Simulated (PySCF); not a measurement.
Geometry:
| atom | x (Å) | y (Å) | z (Å) |
| --- | --- | --- | --- |
| Si1 | -0.080 | -0.001 | -0.059 |
| O2 | -0.083 | 0.003 | 1.572 |
| H3 | -0.919 | -0.151 | 2.021 |
| O4 | 1.492 | -0.033 | -0.497 |
| H5 | 1.701 | 0.149 | -1.417 |
| Cl6 | -1.004 | 1.659 | -0.837 |
| Cl7 | -1.108 | -1.626 | -0.784 |

PySCF calculation with structure optimised with PBE0-D3(BJ)/def2-SVP and σ from GIAO-B3LYP/pcSseg-1; no solvent model, no relativistic terms, one averaged value for each set of equivalent atoms, a single conformation.

Shifts are taken against calculated references (same method and geometry level): ¹H (31.38 ppm), ²⁹Si (337.86 ppm) against TMS; ¹⁷O (334.04 ppm) against H2O; HCl for ³⁵Cl (930.46 ppm).

| atoms | nucleus | count | δ (ppm) |
| --- | --- | --- | --- |
| O2/O4 | ¹⁷O | 2 | ? |
| H3/H5 | ¹H | 2 | 2.32 |
| Si1 | ²⁹Si | 1 | -35.8 |
| Cl6/Cl7 | ³⁵Cl | 2 | ? |

**Question.** Estimate the values marked ?.

**Answer.** 
- O2/O4: 85.8 ppm, oxygen bonded to Si, H
- Cl6/Cl7: 108 ppm, chlorine bonded to Si

Exchangeable OH/NH protons stand at their gas-phase positions; hydrogen bonding in a real sample shifts them, mostly to higher δ. Experimental scales use liquid or dissolved standards, which lie at an offset from isolated H2O (liquid H2O: subtract about 36 ppm).
